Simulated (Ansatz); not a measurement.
Ca2Cl2⁺, relaxed as a doublet with UKS r2SCAN-D4/def2-TZVP in Ansatz, starting from the GFN2-xTB geometry. Force threshold 0.02 eV/Å.

The structure comes from a short search, and lower isomers may exist.

Start:

```csv
atom,x (Å),y (Å),z (Å)
Ca1,-1.164,-0.511,-1.541
Ca2,1.401,1.742,2.014
Cl3,-0.172,-2.381,-0.566
Cl4,-0.064,1.149,0.093
```

(1) Estimate the energy that the relaxation releases and the steps that it takes.

(2) Does the start keep its bonding and symmetry?

(3) Predict the relaxed structure.

Results:

(1) 64.7 kJ/mol, in 12 steps; 52 s on 4 threads of Arm Neoverse V1 on a shared host. No frequencies were taken in this run, so the end may be a saddle point.

(2) Bonds formed: Ca2–Cl3 (atoms count from 1). Metal–metal contacts that move far: Ca1–Ca2 4.93 to 3.78 Å. The end is the same structure that another start reached, the lowest one found. Point group Cs at the start, D2h at the end, both within 0.05 Å.

(3) 
```tsv
atom	x (Å)	y (Å)	z (Å)
Ca1	-1.119	-0.415	-1.464
Ca2	1.118	0.416	1.464
Cl3	0.369	-1.721	0.209
Cl4	-0.367	1.720	-0.210
```
Bond lengths (bridged metal pairs left out): 4 × Ca–Cl 2.59 Å.
